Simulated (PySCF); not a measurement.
PySCF input file for hex-1-yne (C6H10), SMILES C#CCCCC, SMD-M06-2X/6-31G*. Coordinates come from a PBE-D3(BJ)/def2-SVP optimisation. The values are those of a single conformer.

```python
import numpy as np
from pyscf import gto, scf, dft
from pyscf.solvent import smd

mol = gto.M(
    atom='''
    C     2.37869488    0.31452865   -1.09315707
    C     1.54206222   -0.35434702   -0.50237640
    C     0.52893321   -1.12366170    0.21657048
    C    -0.32726205   -0.27787167    1.18628688
    C    -1.08193648    0.88457481    0.52912531
    C    -2.08803199    0.46102738   -0.54306806
    H     3.12300490    0.89510241   -1.61899504
    H     1.02707888   -1.94004713    0.78375519
    H    -0.12815508   -1.63299661   -0.52265128
    H     0.33306505    0.11919872    1.98580569
    H    -1.04936392   -0.96140905    1.68439050
    H    -1.60705899    1.45299930    1.32653881
    H    -0.34266377    1.58820962    0.08812028
    H    -1.58971810   -0.01412231   -1.41296132
    H    -2.65306330    1.33222530   -0.93112958
    H    -2.82788435   -0.26466284   -0.14316020
    ''',
    basis='6-31G*',
    charge=0,
    spin=0,
    max_memory=1600,
    verbose=3,
)
mf = dft.RKS(mol, xc='m06-2x').density_fit(auxbasis='def2-universal-jkfit')
mf.grids.level = 4
mf.conv_tol = 1e-9
mf.max_cycle = 100
mf.kernel()
res = {}
for name in ['water', 'methanol', 'benzene']:
    s = mf.SMD()
    s.with_solvent.solvent, s.with_solvent.sasa_ng = name, 194
    s.kernel(mf.make_rdm1())
    res[name] = (s.e_tot, s.with_solvent.get_cds(), s.dip_moment(), s.mo_energy, s.converged)
    print(f'SMD {name}: dG(solv) = {(s.e_tot - mf.e_tot) * 627.509474:.3f} kcal/mol, of which CDS {res[name][1] * 627.509474:.3f}')
```

Program output:

```
converged SCF energy = -234.464759265714
converged SCF energy = -234.464866700689
Dipole moment(X, Y, Z, Debye): -0.67133, -0.37872,  0.51607
SMD water: dG(solv) = -0.067 kcal/mol, of which CDS 4.503
converged SCF energy = -234.471507339203
Dipole moment(X, Y, Z, Debye): -0.66212, -0.36718,  0.50914
SMD methanol: dG(solv) = -4.234 kcal/mol, of which CDS 0.195
converged SCF energy = -234.471636197
Dipole moment(X, Y, Z, Debye): -0.52884, -0.21381,  0.40580
SMD benzene: dG(solv) = -4.315 kcal/mol, of which CDS -2.319
```

The calculation finished and met its thresholds.
